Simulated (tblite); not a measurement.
Species: C₃H₂BrF₃O.
Bonds: O1–C2 (double), C2–Br3, C2–C4, C4–C5, C5–F6, C5–F7, C5–F8. Hydrogens: H9, H10 on C4.

Computed with GFN2-xTB (tblite), gas phase: L-BFGS steps from a force-field or distance-geometry start until the largest atomic force falls under 0.01 eV/Å.

Geometry at step 8:
```
atom  x, y, z in Å
O1      0.9676    1.7229   -0.0882
C2      1.1990    0.5665   -0.0594
Br3     3.0331   -0.0182   -0.1409
C4      0.2174   -0.5913    0.0252
C5     -1.1852    0.0415    0.0281
F6     -2.1746   -0.8594    0.1010
F7     -1.3994    0.7720   -1.0719
F8     -1.3214    0.8571    1.0771
H9      0.3039   -1.2851   -0.8210
H10     0.3685   -1.2012    0.9275
```

Problem. Give the atomic forces at this geometry.

Solution. 
| atom | Fx (eV/Å) | Fy (eV/Å) | Fz (eV/Å) |
| --- | --- | --- | --- |
| O1 | -0.061 | -0.228 | 0.028 |
| C2 | -0.167 | -0.121 | -0.039 |
| Br3 | 0.200 | -0.238 | 0.011 |
| C4 | -0.209 | 0.205 | -0.100 |
| C5 | 0.151 | 0.007 | 0.098 |
| F6 | 0.212 | 0.015 | -0.031 |
| F7 | -0.042 | -0.187 | 0.053 |
| F8 | -0.176 | -0.046 | 0.054 |
| H9 | 0.102 | 0.271 | -0.034 |
| H10 | -0.009 | 0.324 | -0.041 |

The largest, 0.33 eV/Å, acts on H10; the rms over all components is 0.146 eV/Å. The forces sum to zero within rounding, as they must for an isolated molecule in no field.

Problem. Give the force on H10 in Eh/bohr and in nN.

Solution. 0.327 eV/Å ÷ 51.422 = 0.00635 Eh/bohr, and 0.327 eV/Å × 1.602 = 0.52 nN.

Problem. How far is this geometry from the end of the optimisation?

Solution. 0.069 eV above it, and 0.107 Å rms away after alignment. The bonds farthest from their final lengths, with half the difference of the two atoms' forces along the bond (positive lengthens):

| bond | now (Å) | final (Å) | force along bond (eV/Å) |
| --- | --- | --- | --- |
| C2–Br3 | 1.927 | 1.958 | +0.19 |
| C2–C4 | 1.520 | 1.500 | -0.11 |
| C4–C5 | 1.539 | 1.527 | -0.20 |
| C4–H10 | 1.100 | 1.094 | 0.00 |
| O1=C2 | 1.180 | 1.175 | -0.06 |
| C5–F7 | 1.338 | 1.334 | -0.02 |

The angle farthest from its final value is C2–C4–C5, 106.0° against 111.9°.

Of the 3 listed bonds off by 0.010 Å or more, this force points towards the final length in 3.

What follows is the cost of the whole relaxation. Time: 0.15 s. Hardware: Arm Neoverse V1, one thread, on a shared host.
